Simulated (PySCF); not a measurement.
## Computed properties of OZr, SMILES [O]=[Zr], multiplicity 1

OZr, SMILES [O]=[Zr], multiplicity 1. The structure is a stationary point at PBE0-D3(BJ)/def2-TZVPD. The spin state was assumed, not searched. The def2 effective core potentials stand for the cores of Zr; spin–orbit coupling is left out. One conformer was computed; it need not be the lowest. All values are computed for the isolated molecule unless a solvent is named; none is compared with measurement here.

**Structure.** The optimised structure has C∞v symmetry. All 1 harmonic modes at PBE0-D3(BJ)/def2-TZVPD (PySCF) are real, so it is a minimum.

**Vibrations.** The strongest infrared lines (harmonic, unscaled, degenerate partners summed) lie at 1034 cm⁻¹ (186 km/mol, O 85 %, Zr 15 %). The softest mode is at 1034 cm⁻¹ and the zero-point energy is 1.5 kcal/mol.

**Electronic structure.** M06-2X/def2-TZVPD (PySCF) places the frontier levels at -3.68 and -1.99 eV, a gap of 1.69 eV, and gives a dipole moment of 6.70 D and a mean polarisability of 88.4 bohr³.

**Excitations.** TDA-M06-2X/def2-TZVPD (PySCF) has S1 at 0.46 eV (2673 nm, f = 0.028, weak); the most intense of the 10 singlets computed lies at 2.49 eV (f = 0.07). Strengths of degenerate partners are summed.
